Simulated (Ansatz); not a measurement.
A run for Ansatz (a quantum-chemistry and plane-wave program): R-CCSD(T)/def2-SVP on FH5N2Sn (SMILES [NH2][SnH]([NH2])[F]), a point of a torsion scan. Elements past Kr take the def2 small-core potentials; no spin–orbit coupling. The run froze 12 orbitals, filled d shells among them.

Ansatz 0.2 input:
```yaml
crystal:
  periodic: [false, false, false]
  atoms:
    - {symbol: N, position_ang: [-1.62934820, -0.49164326, 0.49174868]}
    - {symbol: Sn, position_ang: [-0.04028156, 0.67455920, 0.16200231]}
    - {symbol: N, position_ang: [1.57470437, -0.47061472, 0.46622583]}
    - {symbol: F, position_ang: [0.14349034, 0.99604365, -1.75803486]}
    - {symbol: H, position_ang: [-1.52652960, -1.38364398, 0.02020634]}
    - {symbol: H, position_ang: [-2.50140789, -0.09062473, 0.16745386]}
    - {symbol: H, position_ang: [-0.24934421, 2.23152786, 0.78334120]}
    - {symbol: H, position_ang: [1.82762864, -0.59325401, 1.43858865]}
    - {symbol: H, position_ang: [2.39520544, -0.13044677, -0.02086728]}
basis:
  gaussian:
    orbitals: def2-SVP
magnetization: {spin_polarized: false}
correlation: {method: ccsd_t, electrons: outside_noble_gas}
scf: {lower_state_search: off}
```

The head of its log:

```
WARN ansatz: RAYON_NUM_THREADS=1 ignored (pool sized by the plan → 1); use --threads N
Functional definition: HF
these checks for a lower state are left out or cut short: stability, starts, cluster_reference, orbital_swaps, neighbouring_geometries, increment
integrals: 0.11 GiB planned
1014 factors; integrals over basis functions are off by at most 1.1e-3 eV
mean field: 0.26 GiB planned
mean field evaluation 1: about -11544.8620 eV, gradient 4.8e1 eV
mean field evaluation 2: about -11544.9869 eV, gradient 4.8e1 eV
mean field evaluation 4: about -11549.8006 eV, gradient 2.6e0 eV
mean field evaluation 8: about -11549.8438 eV, gradient 2.6e-1 eV
mean field -11549.84408086 eV, -424.4489412060 hartree, gradient 1.5e-6 eV, S^2 0.000000; 0 other end points of the search recorded, 0 dependent functions left out
12 core orbitals not correlated, not the lowest: weight in the atoms' cores, before any rotation towards them, 0.828 or more for the frozen orbitals, at most 0.170 for the correlated occupied ones
reference -11549.84408086 eV, -424.4489412060 hartree; 13, 13 occupied and 68, 68 virtual orbitals, 1014 factors
```

Task: Predict the final total energy.

Result: -425.1178 hartree (reference determinant -424.4489, T1 diagnostic 0.013).
